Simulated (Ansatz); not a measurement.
[AlF6]3- (AlF6³⁻). Total charge -3; singlet. Geometry r2SCAN-D4/def2-SVPD, basis def2-TZVPD, Ansatz.

```xyz
7

Al    0.000    0.000    0.000
F    -0.781    1.391   -1.027
F     0.781   -1.391    1.026
F     1.604    1.003    0.139
F    -1.604   -1.003   -0.139
F     0.644   -0.811   -1.589
F    -0.645    0.811    1.589
```

```tsv
run	HOMO (eV)	LUMO (eV)
A	7.35	10.34
B	0.51	12.17
C	5.58	10.87
D	5.80	10.68
E	7.06	10.80
```

B3LYP takes the VWN-RPA correlation. A multiply charged anion in the gas phase is held together partly by the finite basis. Removing one electron lowers the energy by 3.73 eV at PBE0-D4/def2-TZVPD, so it isn't bound.

**Question.** The runs used B3LYP, HF, PBE, PBE0, r2SCAN. Estimate which is which.

**Answer.** A PBE (0 % exact exchange); B HF (100 % exact exchange); C PBE0 (25 % exact exchange); D B3LYP (20 % exact exchange); E r2SCAN (0 % exact exchange). Exact exchange lowers occupied and raises empty levels; among semilocal functionals meta-GGAs tend to open the gap a little, and such runs are hard to tell apart. The gap grows from 2.99 eV (PBE) to 11.66 eV (HF). At PBE-D4/def2-TZVPD, HF/def2-TZVPD, PBE0-D4/def2-TZVPD, B3LYP-D4/def2-TZVPD and others the highest occupied level of the charge -3 singlet lies above zero (up to 7.35 eV). By energy differences it is unbound by 4.66 eV (vertical, against the charge -2 doublet, at PBE-D4/def2-TZVPD) and held by the finite basis.
